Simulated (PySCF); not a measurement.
Coordinates in bohr (charge -1 multiplicity 1):
```
Pt   -0.2707    0.0000    0.0000
Cl   -0.6049    0.0000    4.3429
Cl   -0.6048    0.0000   -4.3429
Cl    3.9264    0.0000    0.0000
Cl   -0.6048    4.3429    0.0000
Cl   -0.6048   -4.3429    0.0000
```

All numbers come from PBE0/[Pt def2-TZVPD with ECP60, Cl def2-TZVPD], scalar-relativistic core potentials, density fitting, no spin–orbit coupling, PySCF.

This geometry of [PtCl5]- is a stationary point at this level.

**Question.** What is the point group?

**Answer.** C4v.

**Question.** Is it a minimum?

**Answer.** Yes: all harmonic wavenumbers are real.

**Question.** What are the dipole moment and the gap between the highest occupied and lowest empty levels?

**Answer.** 0.07 D about the centre of mass and 2.96 eV.

**Question.** Give the atomic charges and bond orders.

**Answer.** 
```
     atom  Mulliken  Löwdin  polar tensor  Mayer order to Pt1
      Pt1      1.26    0.03          1.14                   –
Cl2,3,5,6     -0.47   -0.24         -0.51                0.56
      Cl4     -0.39   -0.08         -0.10                0.77
```

Only a few start shapes were tried, so a lower isomer may exist. No spin–orbit coupling is included, which matters more the heavier the element.
